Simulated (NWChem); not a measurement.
System: SbH2O2F; SMILES [OH][Sb]([OH])[F]

NWChem printed, in part:

```
             Northwest Computational Chemistry Package (NWChem) 7.3.0
             --------------------------------------------------------

 C1  symmetry detected

                             Geometry "geometry" -> ""
                             -------------------------

 Output coordinates in angstroms (scale by  1.889725989 to convert to a.u.)

  No.       Tag          Charge          X              Y              Z
 ---- ---------------- ---------- -------------- -------------- --------------
    1 Sb                  51.0000    -0.01832390    -0.05945134     0.36976180
    2 F                    9.0000     1.34143308     1.02310222    -0.50051081
    3 O                    8.0000     0.17849155    -1.63720066    -0.78391387
    4 H                    1.0000     0.01973356    -1.44553008    -1.71838284
    5 O                    8.0000    -1.44203931     0.86644725    -0.63178066
    6 H                    1.0000    -1.04973021     1.43565572    -1.30931545

 Effective nuclear repulsion energy (a.u.)     419.1478181133

  pbe96 is a nonlocal functional; adding pw91lda local functional.

                                 NWChem DFT Module
                                 -----------------

 Summary of "ao basis" -> "ao basis" (spherical)
 ------------------------------------------------------------------------------
       Tag                 Description            Shells   Functions and Types
 ---------------- ------------------------------  ------  ---------------------
 Sb                          sto-3g                 11       27   5s4p2d
 F                           sto-3g                  3        5   2s1p
 O                           sto-3g                  3        5   2s1p
 H                           sto-3g                  1        1   1s

            General Information
            -------------------
          SCF calculation type: DFT
          Wavefunction type:  closed shell.
          No. of atoms     :     6
          No. of electrons :    78
           Alpha electrons :    39
            Beta electrons :    39
          Charge           :     0
          Spin multiplicity:     1
          Use of symmetry is: off; symmetry adaption is: off
          Maximum number of iterations: 150
          AO basis - number of functions:    44
                     number of shells:    22
          Convergence on energy requested:  1.00D-06
          Convergence on density requested:  1.00D-05
          Convergence on gradient requested:  5.00D-04

              XC Information
              --------------
          PerdewBurkeErnzerhof Exchange Functional  1.000
            Perdew 1991 LDA Correlation Functional  1.000 local
           PerdewBurkeErnz. Correlation Functional  1.000 non-local

             Grid Information
             ----------------
          Grid used for XC integration:  medium
          Radial quadrature: Mura-Knowles
          Angular quadrature: Lebedev.
          Tag              B.-S. Rad. Rad. Pts. Rad. Cut. Ang. Pts.
          ---              ---------- --------- --------- ---------
          Sb                  1.45      123           8.0       590
          F                   0.50       49           8.0       434
          O                   0.60       49           9.0       434
          H                   0.35       45           8.0       434
          Grid pruning is: on
          Number of quadrature shells:   360
          Spatial weights used:  Erf1

      Superposition of Atomic Density Guess
      -------------------------------------

 Sum of atomic energies:       -6497.79014951

      Non-variational initial energy
      ------------------------------

 Total energy =   -6497.549996
 1-e energy   =   -9820.478002
 2-e energy   =    2903.780188
 HOMO         =      -0.160558
 LUMO         =       0.208759

     ---------------------------------------------
      Total Density - Mulliken Population Analysis
     ---------------------------------------------

    Atom       Charge   Shell Charges
 -----------   ------   -------------------------------------------------------
    1 Sb  51    49.44   2.00  2.00  6.00  2.00  5.99  2.00  5.99  1.69  1.78 10.00  9.99
    2 F    9     9.62   2.00  1.96  5.66
    3 O    8     8.81   2.00  1.85  4.97
    4 H    1     0.65   0.65
    5 O    8     8.82   2.00  1.85  4.98
    6 H    1     0.65   0.65

   convergence    iter        energy       DeltaE   RMS-Dens  Diis-err
 ---------------- ----- ----------------- --------- --------- ---------
 d= 0,ls=0.0,diis     1  -6500.2512303817 -6.92D+03  8.29D-02  9.37D-01
 d= 0,ls=0.0,diis     2  -6499.6468096080  6.04D-01  5.78D-02  4.48D+00
 d= 0,ls=0.0,diis     3  -6500.2985490388 -6.52D-01  3.42D-02  9.75D-01
 d= 0,ls=0.0,diis     4  -6500.4432658583 -1.45D-01  1.23D-02  1.70D-01
 d= 0,ls=0.0,diis     5  -6500.4711542147 -2.79D-02  5.15D-03  2.88D-02
  Resetting Diis
 d= 0,ls=0.0,diis     6  -6500.4762159470 -5.06D-03  1.41D-03  2.03D-03
 d= 0,ls=0.0,diis     7  -6500.4766188427 -4.03D-04  8.95D-04  7.19D-05
 d= 0,ls=0.0,diis     8  -6500.4765108000  1.08D-04  7.16D-04  6.01D-04
 d= 0,ls=0.0,diis     9  -6500.4766326159 -1.22D-04  9.93D-05  7.62D-06
 d= 0,ls=0.0,diis    10  -6500.4766343321 -1.72D-06  2.20D-05  4.70D-07
 d= 0,ls=0.0,diis    11  -6500.4766344303 -9.81D-08  5.64D-06  2.06D-08

         Total DFT energy =    -6500.476634430254
      One electron energy =    -9815.715388986629
           Coulomb energy =     3090.446501716655
    Exchange-Corr. energy =     -194.355565273619
 Nuclear repulsion energy =      419.147818113339

 Numeric. integr. density =       77.999982352151

                       DFT Final Molecular Orbital Analysis
                       ------------------------------------

 Vector   37  Occ=2.000000D+00  E=-1.006200D-01
              MO Center=  4.9D-01,  3.1D-01, -4.6D-01, r^2= 3.0D+00
   Bfn.  Coefficient  Atom+Function         Bfn.  Coefficient  Atom+Function
  ----- ------------  ---------------      ----- ------------  ---------------
    32      0.573148  2 F  pz                35      0.400587  3 O  px
    30      0.369988  2 F  px                41      0.339614  5 O  px
    31      0.289396  2 F  py                36      0.239133  3 O  py
    42     -0.218336  5 O  py                14     -0.192877  1 Sb s
    17     -0.187480  1 Sb pz                15      0.089408  1 Sb px

 Vector   38  Occ=2.000000D+00  E=-9.692586D-02
              MO Center=  5.9D-02, -5.0D-01, -6.4D-01, r^2= 3.0D+00
   Bfn.  Coefficient  Atom+Function         Bfn.  Coefficient  Atom+Function
  ----- ------------  ---------------      ----- ------------  ---------------
    35      0.645640  3 O  px                32     -0.427107  2 F  pz
    36      0.336817  3 O  py                42      0.334994  5 O  py
    43      0.301895  5 O  pz                31      0.193427  2 F  py
    14      0.113446  1 Sb s                 37     -0.099728  3 O  pz
    15      0.090061  1 Sb px                17      0.088107  1 Sb pz

 Vector   39  Occ=2.000000D+00  E=-8.062067D-02
              MO Center= -6.5D-01,  1.5D-01, -4.8D-01, r^2= 2.9D+00
   Bfn.  Coefficient  Atom+Function         Bfn.  Coefficient  Atom+Function
  ----- ------------  ---------------      ----- ------------  ---------------
    42      0.560733  5 O  py                43      0.507024  5 O  pz
    35     -0.396856  3 O  px                36      0.292211  3 O  py
    14     -0.280446  1 Sb s                 32      0.263320  2 F  pz
    17     -0.190074  1 Sb pz                37      0.117090  3 O  pz
    30      0.107258  2 F  px                31     -0.105852  2 F  py

 Vector   40  Occ=0.000000D+00  E= 1.021245D-01
              MO Center=  1.2D-01,  3.0D-02,  9.1D-02, r^2= 2.7D+00
   Bfn.  Coefficient  Atom+Function         Bfn.  Coefficient  Atom+Function
  ----- ------------  ---------------      ----- ------------  ---------------
    15      0.945672  1 Sb px                40      0.352186  5 O  s
    35     -0.341668  3 O  px                31      0.333493  2 F  py
    32     -0.332091  2 F  pz                11     -0.275321  1 Sb px
    29     -0.231844  2 F  s                 44     -0.223812  6 H  s
    41      0.216097  5 O  px                16      0.198471  1 Sb py

 Vector   41  Occ=0.000000D+00  E= 1.250503D-01
              MO Center= -5.4D-02, -9.4D-02,  4.0D-02, r^2= 2.8D+00
   Bfn.  Coefficient  Atom+Function         Bfn.  Coefficient  Atom+Function
  ----- ------------  ---------------      ----- ------------  ---------------
    16      0.946844  1 Sb py                34      0.478290  3 O  s
    36      0.409470  3 O  py                41     -0.300547  5 O  px
    38     -0.275968  4 H  s                 12     -0.268654  1 Sb py
    43     -0.262785  5 O  pz                30      0.239595  2 F  px
    40     -0.206550  5 O  s                 15     -0.205117  1 Sb px

 Vector   42  Occ=0.000000D+00  E= 1.818424D-01
              MO Center= -6.5D-02,  1.1D-01, -4.6D-01, r^2= 2.3D+00
   Bfn.  Coefficient  Atom+Function         Bfn.  Coefficient  Atom+Function
  ----- ------------  ---------------      ----- ------------  ---------------
    17      0.814759  1 Sb pz                14     -0.548961  1 Sb s
    41      0.500628  5 O  px                36      0.462202  3 O  py
    40      0.384683  5 O  s                 30     -0.375025  2 F  px
    34      0.299190  3 O  s                 31     -0.254068  2 F  py
    29      0.250815  2 F  s                 13     -0.225550  1 Sb pz

     ---------------------------------------------
      Total Density - Mulliken Population Analysis
     ---------------------------------------------

    Atom       Charge   Shell Charges
 -----------   ------   -------------------------------------------------------
    1 Sb  51    50.37   2.00  2.00  6.00  2.00  5.99  2.00  5.98  1.75  2.66 10.00  9.98
    2 F    9     9.20   2.00  1.98  5.22
    3 O    8     8.37   2.00  1.89  4.49
    4 H    1     0.83   0.83
    5 O    8     8.38   2.00  1.89  4.50
    6 H    1     0.83   0.83

     -------------------------------------------
      Total Density - Lowdin Population Analysis
     -------------------------------------------

    Atom       Charge   Shell Charges
 -----------   ------   -------------------------------------------------------
    1 Sb  51    50.44   2.00  2.00  6.00  2.00  5.99  2.00  5.92  1.74  2.81 10.00  9.98
    2 F    9     9.18   2.00  1.95  5.24
    3 O    8     8.30   2.00  1.77  4.53
    4 H    1     0.88   0.88
    5 O    8     8.31   2.00  1.78  4.54
    6 H    1     0.89   0.89

     Multipole analysis of the density
     ---------------------------------

     L   x y z        total         alpha         beta         nuclear
     -   - - -        -----         -----         ----         -------
     0   0 0 0     -0.000000    -39.000000    -39.000000     78.000000

     1   1 0 0      0.156709      0.078354      0.078354      0.000000
     1   0 1 0      0.334574      0.167287      0.167287     -0.000000
     1   0 0 1     -0.586381     -0.293190     -0.293190      0.000000

     2   2 0 0    -31.495455    -76.822077    -76.822077    122.148699
     2   1 1 0      0.339508      2.779541      2.779541     -5.219573
     2   1 0 1      0.387379     -1.808602     -1.808602      4.004582
     2   0 2 0    -30.454150    -88.792464    -88.792464    147.130778
     2   0 1 1     -0.081943     -1.402649     -1.402649      2.723356
     2   0 0 2    -27.129600    -52.853652    -52.853652     78.577704
```

Level: PBE/STO-3G, non-relativistic. Structure relaxed at the PBE0/def2-SVP (def2 core potentials past Kr) level.

**Question.** Write an input that gives this output.

**Answer.** Several could match; the one computed here: the input that was run:
```
start job
memory heap 200 mb stack 900 mb global 1100 mb
geometry units angstroms noautoz
  Sb     0.078305    -0.085945     0.398188
  F      0.543022     1.661393    -0.315313
  O      0.891306    -1.141386    -1.045443
  H      0.523459    -0.938617    -1.916504
  O     -1.746147     0.064881    -0.333910
  H     -1.806079     0.841630    -0.908390
end
basis spherical
  * library sto-3g
end
dft
  xc xpbe96 cpbe96
  iterations 150
  mulliken
end
task dft energy
```
